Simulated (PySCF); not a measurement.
Zn(NH2)(SeH) (H3NSeZn), SMILES [NH2][Zn][SeH]. Atoms are numbered in the order given.

```xyz
6

Zn    -0.0247    -0.8506     0.0000
N      0.1425    -2.6771     0.0000
H     -0.2730    -3.1366    -0.8214
H     -0.2730    -3.1366     0.8214
Se     0.0507     1.4420     0.0000
H     -1.4349     1.5049     0.0000
```
Charge 0, spin multiplicity 1.

Geometry: PBE-D3(BJ)/def2-SVP. The structure was generated by enumeration; whether it is a known compound was not checked. Other conformers were not sampled.

All values below come from PBE-D3(BJ)/def2-SVP (PySCF).

Frequencies are harmonic and unscaled.

```json
[
 {"mode": "1", "ν (cm⁻¹)": "109", "IR (km/mol)": "0.8", "moving atoms (share of kinetic energy)": "Zn 38 %, N 34 %, H 22 %"},
 {"mode": "2", "ν (cm⁻¹)": "109", "IR (km/mol)": "4.8", "moving atoms (share of kinetic energy)": "Zn 40 %, N 40 %, H 13 %"},
 {"mode": "3", "ν (cm⁻¹)": "158", "IR (km/mol)": "6.7", "moving atoms (share of kinetic energy)": "H 98 %"},
 {"mode": "4", "ν (cm⁻¹)": "266", "IR (km/mol)": "3.8", "moving atoms (share of kinetic energy)": "Se 49 %, Zn 35 %, N 14 %"},
 {"mode": "5", "ν (cm⁻¹)": "461", "IR (km/mol)": "142.5", "moving atoms (share of kinetic energy)": "H 71 %, N 26 %"},
 {"mode": "6", "ν (cm⁻¹)": "562", "IR (km/mol)": "2.2", "moving atoms (share of kinetic energy)": "H 97 %"},
 {"mode": "7", "ν (cm⁻¹)": "656", "IR (km/mol)": "33.7", "moving atoms (share of kinetic energy)": "N 57 %, Zn 22 %, H 20 %"},
 {"mode": "8", "ν (cm⁻¹)": "740", "IR (km/mol)": "12.6", "moving atoms (share of kinetic energy)": "H 89 %, N 10 %"},
 {"mode": "9", "ν (cm⁻¹)": "1489", "IR (km/mol)": "6.2", "moving atoms (share of kinetic energy)": "H 91 %, N 9 %"},
 {"mode": "10", "ν (cm⁻¹)": "2349", "IR (km/mol)": "15.1", "moving atoms (share of kinetic energy)": "H 99 %"},
 {"mode": "11", "ν (cm⁻¹)": "3419", "IR (km/mol)": "3.4", "moving atoms (share of kinetic energy)": "H 96 %"},
 {"mode": "12", "ν (cm⁻¹)": "3509", "IR (km/mol)": "4.4", "moving atoms (share of kinetic energy)": "H 92 %, N 8 %"}
]
```
